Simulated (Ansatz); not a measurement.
A search over several starts for the lowest SCF solution of Tl3H4 at the given spin, in a small basis.

```yaml
crystal:
  periodic: [false, false, false]
  atoms:
    - {symbol: Tl, position_ang: [0.939142, -1.019131, 2.045349]}
    - {symbol: Tl, position_ang: [0.038406, 1.882157, -0.278901]}
    - {symbol: Tl, position_ang: [-0.794899, -1.062939, -1.363633]}
    - {symbol: H, position_ang: [0.820556, 1.022753, 1.417851]}
    - {symbol: H, position_ang: [0.655140, 0.429658, -1.669919]}
    - {symbol: H, position_ang: [-0.006688, -1.900860, 0.340889]}
    - {symbol: H, position_ang: [-1.651656, 0.648371, -0.491615]}
basis:
  gaussian: {orbitals: def2-SVP, initial_orbitals: start.molden}
magnetization: {spin_polarized: true, initial_magnetization: 1}
hamiltonian: {xc: pbe, dispersion: d4}
output: {orbitals: {seedname: orbitals}}
```

The file start.molden holds the orbitals of an earlier run on this structure, at another level or in another basis.

```sh
$ ansatz run in.yaml --threads 4 --pin off --events-out ev --progress --plain --max-ram 4787MiB
```

Shortened log:

```
Functional definition: PBE
1108 factors; their error is unknown
mean field evaluation 1: about -14125.9750 eV, gradient 9.1e1 eV
mean field evaluation 2: about -14137.2398 eV, gradient 1.6e1 eV
mean field evaluation 4: about -14149.5077 eV, gradient 1.9e0 eV
mean field evaluation 8: about -14149.6114 eV, gradient 2.8e-3 eV
mean field evaluation 16: about -14149.6235 eV, gradient 1.1e-1 eV
mean field evaluation 32: about -14146.8289 eV, gradient 7.4e0 eV
mean field -14149.61142268 eV, -519.9886288325 hartree, gradient 1.7e-5 eV, S^2 0.752357; 3 other end points of the search recorded, 0 dependent functions left out
reference -14149.61146791 eV, -519.9886304944 hartree; 34, 33 occupied and 64, 65 virtual orbitals, 1108 factors
Total energy: -14149.82974597 eV, -519.9966520653 hartree
```

Run time 2.8 s (4 threads of Arm Neoverse V2 on a shared host).

In the def2 sets Tl takes a core potential; there is no spin–orbit coupling. The structure comes from a short search, and lower isomers may exist.
